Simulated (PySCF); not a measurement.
H2O2Sc, SMILES [OH][Sc][OH] (connectivity only; charge and spin as stated), neutral, multiplicity 2.

The structure is a stationary point at B3LYP-D3(BJ)/def2-TZVP. Other conformers were not sampled.

These are PySCF with B3LYP-D3(BJ)/def2-TZVP values and carry that method's errors.

Frequencies are harmonic and unscaled.

```
mode  ν (cm⁻¹)  IR (km/mol)  moving atoms (share of kinetic energy)
----  --------  -----------  --------------------------------------
1          119          0.0                 O 54 %, Sc 27 %, H 19 %
2          352        135.7                          H 87 %, O 13 %
3          362        264.7                          H 81 %, O 17 %
4          369          0.1                          H 89 %, O 11 %
5          390        126.9                          H 78 %, O 21 %
6          687         91.4                         O 79 %, Sc 15 %
7          738        219.7                         O 58 %, Sc 38 %
8         3934        210.9                                  H 94 %
9         3935        146.5                                  H 94 %
```
